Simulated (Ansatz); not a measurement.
`FC[SiH2]F` + `SS` → `F[SiH2]SS` + fluoromethane at 298.15 K and 1 bar (ligand exchange at the Si–C bond).

Program: Ansatz. Geometries: PBE0-D4/def2-TZVP. ΔE: electronic, gas phase. CCSD(T)/CBS adds triple-zeta CCSD(T) − MP2 to the extrapolated MP2 energy (def2 sets, frozen cores). This one scheme is used for every species. One conformer a species, not always the lowest.

| species | CCSD(T)/CBS energy (Eh) | H − E (kJ/mol) | S (J/(mol·K)) |
| --- | --- | --- | --- |
| `FC[SiH2]F` | -529.16787 | 146.8 | 309.2 |
| `SS` | -796.74576 | 60.1 | 251.3 |
| `F[SiH2]SS` | -1186.31147 | 102.0 | 330.4 |
| `CF` | -139.63461 | 113.4 | 222.6 |

H − E and S are ideal-gas, rigid-rotor, harmonic terms from PBE0-D4/def2-TZVP, for one conformer and one mirror image of each species. 1 Eh = 2625.50 kJ/mol, R = 8.31446 J/(mol·K).

Question: By hand: ΔE, ΔH, ΔS and ΔG.

Answer: ΔE = (-1186.31147) + (-139.63461) − (-529.16787) − (-796.74576) = -0.03245 Eh = -85.2 kJ/mol. Δ(H − E) = 102.0 + 113.4 − 146.8 − 60.1 = 8.5, so ΔH = -76.7 kJ/mol. ΔS = 330.4 + 222.6 − 309.2 − 251.3 = -7.5 J/(mol·K). ΔG = -76.7 − 298.15 × (-7.5)/1000 = -74.5 kJ/mol.

Question: By hand: the equilibrium constant, and the temperature at which ΔG would vanish if ΔH and ΔS stayed fixed.

Answer: log₁₀ K = −ΔG/(RT ln 10) = 13.1. ΔG = 0 at ΔH/ΔS = 10227 K, far beyond where these terms or the molecules hold.

The number of gas molecules stays the same, so ΔS is small and ΔH decides. A doubt of 5 kJ/mol in ΔE shifts log₁₀ K by 0.9 here. Other conformers and mirror images would add mixing entropy, several J/(mol·K) or more a flexible species. These are equilibria of isolated gas molecules and say nothing of rates. Largest T1 diagnostic: 0.012 (customary marks: 0.02 for closed shells, 0.045 for open ones).
